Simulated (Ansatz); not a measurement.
Input file for `CN[SiH](Cl)OC`:

```yaml
crystal:
  periodic: [false, false, false]
  atoms:
    - {symbol: C, position_ang: [1.247603, -0.258285, -2.283754]}
    - {symbol: N, position_ang: [0.334069, -0.581502, -1.208701]}
    - {symbol: Si, position_ang: [0.166232, 0.339963, 0.195165]}
    - {symbol: Cl, position_ang: [-0.827541, 2.144312, -0.068776]}
    - {symbol: O, position_ang: [-0.708027, -0.558586, 1.229298]}
    - {symbol: C, position_ang: [-1.326602, -0.112910, 2.415257]}
    - {symbol: H, position_ang: [2.086094, 0.321399, -1.889915]}
    - {symbol: H, position_ang: [1.664447, -1.165842, -2.729009]}
    - {symbol: H, position_ang: [0.782878, 0.335566, -3.079106]}
    - {symbol: H, position_ang: [-0.434088, -1.176221, -1.477223]}
    - {symbol: H, position_ang: [1.502225, 0.732441, 0.693595]}
    - {symbol: H, position_ang: [-0.581925, 0.148391, 3.174150]}
    - {symbol: H, position_ang: [-1.961871, 0.758058, 2.230371]}
    - {symbol: H, position_ang: [-1.943474, -0.926775, 2.798650]}
basis:
  gaussian: {orbitals: def2-TZVPP}
correlation: {method: ccsd_t}
```

```sh
$ ansatz run in.yaml --threads 2 --pin off --events-out ev --progress --plain --max-ram 22528MiB --backend cuda --devices 0, --max-vram 18GiB
```

Log, shortened:

```
Functional definition: HF
1877 factors; integrals over basis functions are off by at most 9.2e-4 eV
mean field evaluation 1: about -26074.0361 eV, gradient 4.5e1 eV
mean field evaluation 2: about -26074.3857 eV, gradient 4.5e1 eV
mean field evaluation 4: about -26078.6722 eV, gradient 4.7e0 eV
mean field evaluation 8: about -26078.7446 eV, gradient 2.9e-1 eV
mean field -26078.74488838 eV, -958.3761978397 hartree, gradient 3.4e-6 eV, S^2 0.000000; 0 other end points of the search recorded, 0 dependent functions left out
14 core orbitals not correlated: weight in the atoms' cores, before any rotation towards them, 1.000 or more for the frozen orbitals, at most 0.000 for the correlated occupied ones
reference -26078.74488838 eV, -958.3761978397 hartree; 19, 19 occupied and 287, 287 virtual orbitals, 1877 factors
second order -30.05381995 eV of doubles, -0.00000000 eV of singles
cycle   1  -30.79513085 eV  change   -7.4e-1 eV  update   1.1e-1
cycle   2  -31.48131575 eV  change   -6.9e-1 eV  update   3.0e-2
cycle   3  -31.61964354 eV  change   -1.4e-1 eV  update   1.5e-2
cycle   4  -31.60840875 eV  change    1.1e-2 eV  update   3.2e-3
cycle   5  -31.60767191 eV  change    7.4e-4 eV  update   1.4e-3
cycle   6  -31.60826417 eV  change   -5.9e-4 eV  update   4.4e-4
cycle   7  -31.60800146 eV  change    2.6e-4 eV  update   1.6e-4
cycle   8  -31.60796275 eV  change    3.9e-5 eV  update   5.0e-5
cycle   9  -31.60797783 eV  change   -1.5e-5 eV  update   1.8e-5
perturbative correction -1.21930305 eV, -0.0448085607 hartree
Total energy: -26111.57216926 eV, -959.5825781610 hartree
```

Hardware: 2 threads of an AMD EPYC 7R13 on a shared host and a share of an NVIDIA H100 80 GB. Wall time 7.5 s, peak host memory 0.87 GiB.

Correlation energy per correlated electron: -0.864 eV. T1 diagnostic: 0.0101.
